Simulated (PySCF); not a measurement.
# Mayer bond orders and bond lengths

Species: C₅H₄F₄O₂.
Numbering: `[O:1]=[C:2]1[CH2:3][O:4][C@@H:5]1[C@@H:6]([F:7])[C:8]([F:9])([F:10])[F:11]` (hydrogens: H12, H13 on C3; H14 on C5; H15 on C6)

Structure used (GFN2-xTB), in Å, numbered top down from 1:
```
atom  x, y, z in Å
O1     0.6592    1.9183   -1.1622
C2     0.9442    0.9688   -0.5113
C3     1.9680   -0.1398   -0.5514
O4     1.4370   -0.6767    0.6693
C5     0.4491    0.3448    0.7985
C6    -0.9701   -0.2254    0.9110
F7    -1.7567    0.5890    1.6727
C8    -1.6669   -0.4148   -0.4467
F9    -2.0225    0.7332   -1.0117
F10   -2.7687   -1.1598   -0.3260
F11   -0.8621   -1.0540   -1.3092
H12    1.8720   -0.8365   -1.3876
H13    3.0070    0.1828   -0.4516
H14    0.6213    0.9829    1.6761
H15   -0.9153   -1.2047    1.4083
```

Bond orders from the PBE0/pcSseg-1 density (PySCF). The structure is a single GFN2-xTB conformer in the gas phase; no vibrational or solvent corrections.

Task: How far do the computed orders between heavy atoms stray from the drawn ones?

Result: The largest departure is 0.102, at C5–C2 (drawn single, 0.898) and O1–C2 (drawn double, 2.099).

Task: Give the Mayer order of every bond, beside its length.

Result: 
```json
{"bond": "O1–C2", "drawn as": "double", "length (Å)": "1.186", "Mayer order": "2.099"}
{"bond": "C2–C3", "drawn as": "single", "length (Å)": "1.510", "Mayer order": "0.960"}
{"bond": "C3–O4", "drawn as": "single", "length (Å)": "1.435", "Mayer order": "0.915"}
{"bond": "O4–C5", "drawn as": "single", "length (Å)": "1.427", "Mayer order": "0.924"}
{"bond": "C5–C6", "drawn as": "single", "length (Å)": "1.534", "Mayer order": "0.938"}
{"bond": "C6–F7", "drawn as": "single", "length (Å)": "1.365", "Mayer order": "0.907"}
{"bond": "C6–C8", "drawn as": "single", "length (Å)": "1.538", "Mayer order": "0.962"}
{"bond": "C8–F9", "drawn as": "single", "length (Å)": "1.328", "Mayer order": "1.020"}
{"bond": "C8–F10", "drawn as": "single", "length (Å)": "1.335", "Mayer order": "1.009"}
{"bond": "C8–F11", "drawn as": "single", "length (Å)": "1.342", "Mayer order": "0.971"}
{"bond": "C5–C2", "drawn as": "single", "length (Å)": "1.533", "Mayer order": "0.898"}
{"bond": "C3–H12", "drawn as": "single", "length (Å)": "1.093", "Mayer order": "0.926"}
{"bond": "C3–H13", "drawn as": "single", "length (Å)": "1.092", "Mayer order": "0.927"}
{"bond": "C5–H14", "drawn as": "single", "length (Å)": "1.099", "Mayer order": "0.910"}
{"bond": "C6–H15", "drawn as": "single", "length (Å)": "1.100", "Mayer order": "0.930"}
```

Bonds between the same two heavy elements. C–O: lowest C3–O4 (0.915, 1.435 Å), highest O1–C2 (2.099, 1.186 Å). C–C: lowest C5–C2 (0.898, 1.533 Å), highest C6–C8 and C2–C3 (0.962, 1.538 Å); in 2 of the 6 pairs the longer bond (by over 0.003 Å) has the higher order (by 0.02 or more). C–F: lowest C6–F7 (0.907, 1.365 Å), highest C8–F9 (1.020, 1.328 Å). Bonds named together lie within 0.004.

Task: Sum the orders of all bonds at each heavy atom with more than one neighbour and set the sums beside the valence in the SMILES.

Result: C2 3.957 (drawn 4), C3 3.728 (drawn 4), O4 1.839 (drawn 2), C5 3.670 (drawn 4), C6 3.737 (drawn 4), C8 3.962 (drawn 4). Orders between atoms that aren't bonded are not in these sums.

The Mayer order sums products of elements of PS (density times overlap matrix) between the two atoms' basis functions, so it depends on the basis set.
